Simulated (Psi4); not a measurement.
C2H6BeFN, singlet, at a GFN2-xTB geometry (such geometries of metal compounds can be far from the true shape); CAM-B3LYP/def2-TZVPD (Psi4).

Here is a job for Psi4.
```
memory 2 GB

molecule mol {
0 1
  Be   -0.391713    0.893146   -0.492574
  F    -0.888499    2.025870   -1.117276
  N     0.150064   -0.342161    0.188703
  C    -0.329827   -0.869372    1.448862
  C     1.222961   -1.167066   -0.325757
  H    -0.706117   -1.891812    1.322205
  H     0.477753   -0.893646    2.190646
  H    -1.134607   -0.246723    1.830289
  H     2.060864   -1.197153    0.381372
  H     0.876994   -2.195319   -0.487069
  H     1.579202   -0.767002   -1.271215
}

set basis def2-tzvpd
set reference rks

energy('cam-b3lyp')
print_variables()
```

Q: Predict the main parts of the log of this Psi4 run.

A: 
```
   => Loading Basis Set <=

    Name: DEF2-TZVPD
    Role: ORBITAL
    Keyword: BASIS

         ---------------------------------------------------------
                                   SCF
               by Justin Turney, Rob Parrish, Andy Simmonett
                          and Daniel G. A. Smith
                              RKS Reference
         ---------------------------------------------------------

  ==> Geometry <==

    Molecular point group: c1
    Full point group: C1

    Geometry (in Angstrom), charge = 0, multiplicity = 1:

       Center              X                  Y                   Z               Mass
    ------------   -----------------  -----------------  -----------------  -----------------
         BE          -0.330479597936     0.753527441747    -0.415573805517     9.012183065000
         F           -0.827265597936     1.886251441747    -1.040275805517    18.998403162730
         N            0.211297402064    -0.481779558253     0.265703194483    14.003074004430
         C           -0.268593597936    -1.008990558253     1.525862194483    12.000000000000
         C            1.284194402064    -1.306684558253    -0.248756805517    12.000000000000
         H           -0.644883597936    -2.031430558253     1.399205194483     1.007825032230
         H            0.538986402064    -1.033264558253     2.267646194483     1.007825032230
         H           -1.073373597936    -0.386341558253     1.907289194483     1.007825032230
         H            2.122097402064    -1.336771558253     0.458372194483     1.007825032230
         H            0.938227402064    -2.334937558253    -0.410068805517     1.007825032230
         H            1.640435402064    -0.906620558253    -1.194214805517     1.007825032230

  Running in c1 symmetry.

  Rotational constants: A =      0.32617  B =      0.09193  C =      0.07371 [cm^-1]
  Rotational constants: A =   9778.30889  B =   2755.98303  C =   2209.73769 [MHz]
  Nuclear repulsion =  146.902137005934264

  Charge       = 0
  Multiplicity = 1
  Electrons    = 38
  Nalpha       = 19
  Nbeta        = 19

  ==> Algorithm <==

  SCF Algorithm Type is DF.
  DIIS enabled.
  MOM disabled.
  Fractional occupation disabled.
  Guess Type is SAD.
  Energy threshold   = 1.00e-06
  Density threshold  = 1.00e-06
  Integral threshold = 1.00e-12

  ==> Primary Basis <==

  Basis Set: DEF2-TZVPD
    Blend: DEF2-TZVPD
    Number of shells: 93
    Number of basis functions: 227
[...]
   @DF-RKS iter   4:  -249.26207243313448   -4.92264e-03   2.36605e-04 ADIIS/DIIS
   @DF-RKS iter   5:  -249.26316259632222   -1.09016e-03   6.36340e-05 DIIS
   @DF-RKS iter   6:  -249.26322527862374   -6.26823e-05   2.25888e-05 DIIS
   @DF-RKS iter   7:  -249.26323524337693   -9.96475e-06   4.68884e-06 DIIS
   @DF-RKS iter   8:  -249.26323581512017   -5.71743e-07   5.23989e-07 DIIS
  Energy and wave function converged.

  ==> Post-Iterations <==

   Electrons on quadrature grid:
      Ntotal   =   38.0000155247 ; deviation = 1.552e-05

    Orbital Energies [Eh]
    ---------------------

    Doubly Occupied:

[...]
      19A     -0.286363

    Virtual:

[...]
     227A     57.258834

    Final Occupation by Irrep:
              A
    DOCC [    19 ]
    NA   [    19 ]
    NB   [    19 ]

  @DF-RKS Final Energy:  -249.26323581512017

   => Energetics <=

    Nuclear Repulsion Energy =            146.9021370059342644
    One-Electron Energy =                -631.6112087863166380
    Two-Electron Energy =                 259.7515939168337695
    DFT Exchange-Correlation Energy =     -24.3057579515715751
    Empirical Dispersion Energy =           0.0000000000000000
    VV10 Nonlocal Energy =                  0.0000000000000000
    Total Energy =                       -249.2632358151201686

Computation Completed

Properties will be evaluated at   0.000000,   0.000000,   0.000000 [a0]

Properties computed using the SCF density matrix

 Multipole Moments:

 ------------------------------------------------------------------------------------
     Multipole            Electronic (a.u.)      Nuclear  (a.u.)        Total (a.u.)
 ------------------------------------------------------------------------------------

 L = 1.  Multiply by 2.5417464519 to convert [e a0] to [Debye]
 Dipole X            :         -4.1237429            4.3971419            0.2733989
 Dipole Y            :          9.4025651          -10.0259443           -0.6233791
 Dipole Z            :         -5.1855538            5.5293507            0.3437969
 Magnitude           :                                                    0.7625909

 ------------------------------------------------------------------------------------

  Variable Map:
  ----------------------------------------------------------------------------
[...]
  Array Variable Map:
  ----------------------------------------------------------------------------
[...]
[...]
```
